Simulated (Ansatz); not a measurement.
C₇H₁₄, SMILES `C=C(CC)C(C)C`. The species carries charge 0 and has multiplicity 1. The geometry is a stationary point of PBE0-D4/def2-TZVP. It is one conformer, not always the lowest.

```xyz
21

C     0.873   -0.216    1.693
C     0.366    0.194    0.534
C     0.826    1.480   -0.094
C     1.796    1.256   -1.250
C    -0.682   -0.581   -0.230
C    -0.752   -2.056    0.127
C    -2.055    0.071   -0.057
H     0.593   -1.156    2.152
H     1.601    0.388    2.226
H    -0.038    2.047   -0.459
H     1.307    2.101    0.666
H     2.695    0.741   -0.904
H     1.350    0.649   -2.042
H     2.099    2.206   -1.696
H    -0.420   -0.509   -1.294
H    -1.465   -2.570   -0.523
H    -1.091   -2.200    1.157
H     0.220   -2.542    0.021
H    -2.046    1.128   -0.332
H    -2.377   -0.001    0.985
H    -2.800   -0.429   -0.679
```

(1) What is the dipole moment at PBE/def2-TZVPP? (An estimate is asked.)

(2) And with r2SCAN, B3LYP, ωB97M-V? (Estimate.)

(3) Give the Mulliken charges with PBE, r2SCAN, ωB97M-V in def2-TZVPP. (Estimate.)

## Answers

(1) The calculation gave: 0.59 D, with components (-0.18, 0.18, -0.53) D in this frame, pointing from negative to positive charge.

(2) Ansatz gave: r2SCAN 0.61 D, B3LYP 0.58 D, ωB97M-V 0.56 D.

(3) The calculation gave: 
```json
{"atom": "C1", "PBE": "-0.22", "r2SCAN": "-0.22", "ωB97M-V": "-0.21"}
{"atom": "C2", "PBE": "0.01", "r2SCAN": "0.02", "ωB97M-V": "-0.03"}
{"atom": "C3", "PBE": "-0.09", "r2SCAN": "-0.03", "ωB97M-V": "-0.16"}
{"atom": "C4", "PBE": "-0.25", "r2SCAN": "-0.15", "ωB97M-V": "-0.30"}
{"atom": "C5", "PBE": "0.09", "r2SCAN": "0.15", "ωB97M-V": "-0.02"}
{"atom": "C6", "PBE": "-0.26", "r2SCAN": "-0.17", "ωB97M-V": "-0.35"}
{"atom": "C7", "PBE": "-0.27", "r2SCAN": "-0.18", "ωB97M-V": "-0.30"}
{"atom": "H8", "PBE": "0.07", "r2SCAN": "0.07", "ωB97M-V": "0.09"}
{"atom": "H9", "PBE": "0.07", "r2SCAN": "0.06", "ωB97M-V": "0.08"}
{"atom": "H10", "PBE": "0.06", "r2SCAN": "0.03", "ωB97M-V": "0.09"}
{"atom": "H11", "PBE": "0.06", "r2SCAN": "0.02", "ωB97M-V": "0.08"}
{"atom": "H12", "PBE": "0.09", "r2SCAN": "0.05", "ωB97M-V": "0.11"}
{"atom": "H13", "PBE": "0.07", "r2SCAN": "0.04", "ωB97M-V": "0.09"}
{"atom": "H14", "PBE": "0.08", "r2SCAN": "0.04", "ωB97M-V": "0.11"}
{"atom": "H15", "PBE": "0.03", "r2SCAN": "-0.01", "ωB97M-V": "0.07"}
{"atom": "H16", "PBE": "0.08", "r2SCAN": "0.04", "ωB97M-V": "0.10"}
{"atom": "H17", "PBE": "0.07", "r2SCAN": "0.04", "ωB97M-V": "0.10"}
{"atom": "H18", "PBE": "0.09", "r2SCAN": "0.06", "ωB97M-V": "0.12"}
{"atom": "H19", "PBE": "0.08", "r2SCAN": "0.05", "ωB97M-V": "0.10"}
{"atom": "H20", "PBE": "0.08", "r2SCAN": "0.05", "ωB97M-V": "0.11"}
{"atom": "H21", "PBE": "0.08", "r2SCAN": "0.04", "ωB97M-V": "0.11"}
```

B3LYP here is the variant with VWN-RPA as its local correlation; programs differ in this.
